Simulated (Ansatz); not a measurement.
A made-up structure of SiHBrO₂, closed shell:

```xyz
5
angstrom
O -0.6604 -1.7198 0.8529
Si -0.2606 -0.4314 0.1828
O 1.1942 0.2567 0.2319
Br -1.5894 0.8109 -1.0256
H -2.0987 2.1590 -1.4764
```

It is relaxed with PBE-D4/def2-SVP and then PBE0-D4/def2-TZVP (Ansatz 0.2.0). Atoms count as bonded within 1.22 times the sum of their covalent radii (H–H: 0.88 Å). The end point is not checked to be a true minimum.

Task: Does its bonding change? (A judgement: the text doesn't fix the answer.)

Result: By the calculation: Yes. Formed: O3–H5; broken: Br4–H5.

Where it ends: The first stage lowers the energy by 4.50 eV in 32 steps. It ends as SiHBrO₂ ([O][Si]([OH])[Br]):
| atom | x (Å) | y (Å) | z (Å) |
| --- | --- | --- | --- |
| O1 | -0.5549 | -1.6019 | 0.6499 |
| Si2 | -0.7426 | -0.2757 | -0.0393 |
| O3 | 0.3594 | 0.8898 | -0.1802 |
| Br4 | -2.5846 | 0.3720 | -1.0178 |
| H5 | 0.1077 | 1.6910 | -0.6471 |

Labels in which every atom is bracketed show which atoms are joined, not bond orders.

For scale, one of the runs: PBE0-D4/def2-TZVP relaxation, 153 basis functions, launched by `ansatz run in.yaml --threads 2 --pin off --events-out ev --progress --plain --max-ram 4352MiB`. The run took about 25 s on 2 CPU threads of an Intel Xeon 6975P-C (shared host).
